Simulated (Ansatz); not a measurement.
System: C3H2, net charge 0, singlet state. 
Structure (B3LYP-D3(BJ)/def2-TZVP (Ansatz, an electronic-structure program) minimum search):
SMILES: [C][C][CH2]
```xyz
5

C     -0.0184    -0.0120    -1.1190
C      0.0033     0.0022     0.2011
H      0.8505     0.2726    -1.7068
H     -0.9061    -0.3089    -1.6717
C      0.0244     0.0159     1.4810
```
Charge 0, spin multiplicity 1.

Property: vertical electron affinity (to the doublet state of charge -1; a negative value means that the extra electron is unbound and the number depends on the basis; each state is the SCF solution reached for its spin; the UHF <S^2> is 0.90 for the doublet (pure: 0.75); for the singlet the Hartree-Fock reference is unstable and T1 is 0.018), in eV. Valence correlation only, unless marked. Open shells are spin-unrestricted. Spin-orbit coupling is left out. No relativistic terms. Anions need diffuse functions: aug- sets have them; def2-D sets add few. CBS(X,Y): correlation extrapolated as X^-3; Hartree-Fock from the larger set. [CCSD(T)-MP2]/basis is that difference in the basis named.

```tsv
level	program	vertical electron affinity (eV)	minus last row
HF/aug-cc-pVTZ	Ansatz	1.24	-0.44
HF/aug-cc-pVQZ	Ansatz	1.24	-0.44
PBE/def2-TZVPD	Ansatz	1.79	0.11
B3LYP/def2-TZVPD	Ansatz	1.80	0.12
PBE0/def2-TZVPD	Ansatz	1.85	0.17
BHLYP/def2-TZVPD	Ansatz	1.70	0.02
CAM-B3LYP/def2-TZVPD	Ansatz	1.86	0.18
wB97M-V/def2-TZVPD	Ansatz	1.68	0.00
wB97X-V/def2-TZVPD	Ansatz	1.74	0.06
MP2/aug-cc-pVDZ	Ansatz	1.50	-0.18
RI-MP2/CBS(aug-cc-pVTZ,aug-cc-pVQZ)	Ansatz	1.63	-0.05
SCS-MP2/aug-cc-pVDZ	Ansatz	1.31	-0.37
CCSD/aug-cc-pVTZ	Ansatz	1.64	-0.04
RI-MP2/CBS(aug-cc-pVTZ,aug-cc-pVQZ)+[CCSD(T)-MP2]/aug-cc-pVDZ	Ansatz	1.66	-0.02
RI-MP2/CBS(aug-cc-pVTZ,aug-cc-pVQZ)+[CCSD(T)-MP2]/aug-cc-pVTZ	Ansatz	1.68	0.00
```
